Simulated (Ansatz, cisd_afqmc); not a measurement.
Species: SeF, charge 0, doublet. SeF (SMILES F[Se], doublet).
B3LYP-D3(BJ)/def2-TZVP minimum from Ansatz (a quantum-chemistry and plane-wave program):
```xyz
2

Se     0.0000     0.0000    -0.3673
F      0.0000     0.0000     1.3875
```
Charge 0, spin multiplicity 2.

Atomisation energy term by term, kcal/mol (programs: Ansatz, cisd_afqmc). UHF or UKS for unpaired electrons; spin-orbit terms are left out. Cores are frozen in correlated methods (noble-gas shells, and filled d and f shells in the p block). No relativity. The Monte Carlo rows (phaseless AFQMC, CISD trial, step 0.005/hartree) carry one-sigma bars that omit the constraint's bias. Outlying blocks are dropped, and bars are widened where a walk drifts. Over all cases where full CI ran beside it in this data, AFQMC minus full CI had a median of +0.1 mEh and passed +0.4 mEh in a tenth of the cases. CBS(X,Y): correlation extrapolated as X^-3, Hartree-Fock from the larger set (Q,5: extrapolated as (X+1)exp(-9√X)). A bracket is a step between two methods taken in the basis named.

```csv
term,basis,kcal/mol
Hartree-Fock,"CBS(cc-pVQZ,cc-pV5Z)",31.00
CCSD correlation,"CBS(cc-pVQZ,cc-pV5Z)",44.72
(T),"CBS(cc-pVQZ,cc-pV5Z)",4.90
CCSDT(Q) - CCSD(T),cc-pVTZ,0.31
CCSDTQ - CCSDT(Q),cc-pVDZ,-0.07
sum: De,,80.9
```

The step beyond CCSD(T) by other levels: CCSDTQ in cc-pVDZ 0.52; AFQMC/CISD in cc-pVDZ 0.92 ± 0.24; CCSDT(Q) in cc-pVDZ 0.60; AFQMC/CISD in cc-pVTZ 0.09 ± 0.26 kcal/mol.
